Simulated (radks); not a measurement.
The copper ion Cu+, [Ar] 3d10. Calculated with a radial shooting solver on a logarithmic mesh with Libxc functionals: non-relativistic Kohn-Sham, PBE, spin-polarised, spherical densities, point nucleus. Every spin shell is full or empty, so the densities are truly spherical. Functionals are evaluated on that one density, not self-consistently. Rank these exchange functionals by their error against the exact value of the orbitals, and give that value: LDA, B88, PBE, PBEsol, PW91, OPTX, AM05, SOGGA, B86b, revTPSS, r2SCAN, MS2, Tao-Mo, MVS.

Answer. Exact: -65.4632 hartree. From best to worst, with 100 (|E| - |E exact|)/|E exact| (equal figures are ties): MS2 0.00, PBE -0.03, Tao-Mo -0.20, MVS +0.26, r2SCAN +0.27, revTPSS -0.36, PW91 +0.41, B88 +0.46, B86b +0.49, OPTX +1.05, PBEsol -2.35, SOGGA -2.37, AM05 -5.15, LDA -5.71.
